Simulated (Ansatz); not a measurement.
`C=C=C(F)[SiH2]F` → `C#C[SiH](F)CF`  (isomerisation)

Calculated with Ansatz (gas phase, PBE0-D4/def2-TZVP geometries, no zero-point term in ΔE). CBS: MP2 limit from def2 TZ/QZ plus the TZ coupled-cluster correction, frozen cores. DFT in def2-TZVPP. HSE06 is defined as in plane-wave codes. One conformer a species, not always the lowest.

```tsv
level	ΔE (kcal/mol)	difference from CCSD(T)/CBS
LDA (SPW92)	0.0	10.9
PBE-D4	-2.7	8.2
r2SCAN0-D4	-6.6	4.3
HSE06-D4	-4.9	6.0
PBE	-2.7	8.2
r2SCANh	-5.8	5.1
HSE06	-4.9	6.0
RPA@PBE/def2-TZVPP	-9.9	1.0
MP2/CBS(def2)	-14.0	-3.1
CCSD/CBS(def2)	-11.6	-0.7
CCSD(T)/CBS	-10.9	0
```

(1) What do rigid-rotor, harmonic-oscillator terms from PBE0-D4/def2-TZVP frequencies (298.15 K, 1 bar) make of the CCSD(T)/CBS value? (An estimate is asked.)

Largest T1 diagnostic among the species: 0.013.

Results:

(1) The calculation gave: ΔZPE = +1.2 kcal/mol, ΔH = -9.5 kcal/mol, ΔS = 7 J/(mol·K), ΔG = -10.0 kcal/mol.

From r2SCAN to r2SCAN0 (25 % exact exchange), in def2-TZVPP and without D4, ΔE moves by −1.4 kcal/mol. Leaving LDA and LC-ωPBE aside and taking each functional with its dispersion term where it has one, the values, not all of them listed here, spread over 6.7 kcal/mol, from PBE-QIDH to PBE-D4. LDA lies +2.8 kcal/mol from PBE without D4. At CCSD(T), def2-SVP lies +3.7 kcal/mol from the extrapolated value and def2-TZVPP +0.6 kcal/mol.

CCSD(T)/CBS has its own doubt, a few kJ/mol and more with outer-core shells, so smaller differences from it don't rank the levels.
